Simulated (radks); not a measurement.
Hg V, 76 electrons, occupied as [Xe] 4f14 5d7 6s1 (not the ground configuration). Calculated with a radial shooting solver on a logarithmic mesh with Libxc functionals: scalar-relativistic Kohn-Sham, LDA (Slater exchange, Perdew-Wang correlation), spin-polarised, spherical densities, finite nucleus; open shells are filled with parallel spins first (spin-orbit coupling, left out, can overturn this in heavy ions); Fermi nuclear charge, rms radius 5.4648 fm.

Unscreened Slater integrals over Kohn-Sham orbitals (cm^-1). They are taken over the spin-up orbitals.

integral    value
F0(6s,6s)   95759
F0(6s,5d)  111000
G2(6s,5d)   25032
F0(6s,5p)  116190
G1(6s,5p)   10349
F0(6s,4f)  125150
G3(6s,4f)  4375.5
F0(5d,5d)  150080
F2(5d,5d)   79255
F4(5d,5d)   53134
F0(5d,5p)  167070
F2(5d,5p)   84864
G1(5d,5p)  103330
G3(5d,5p)   64434
F0(5d,4f)  192060
F2(5d,4f)   47260
F4(5d,4f)   22357
G1(5d,4f)   15026
G3(5d,4f)   14576
G5(5d,4f)   11787
F0(5p,5p)  193140
F2(5p,5p)  104350
F0(5p,4f)  237730
F2(5p,4f)   74186
G2(5p,4f)   27337
G4(5p,4f)   23466
F0(4f,4f)  415880
F2(4f,4f)  207470
F4(4f,4f)  132320
F6(4f,4f)   95832

Derived for the open shells (J is the average intra-shell exchange parameter used in DFT+U). 5d: Racah B = F2/49 - 5 F4/441 = 1015 cm^-1, C = 35 F4/441 = 4217 cm^-1, C/B = 4.15, F4/F2 = 0.670, J = (F2 + F4)/14 = 9456 cm^-1.
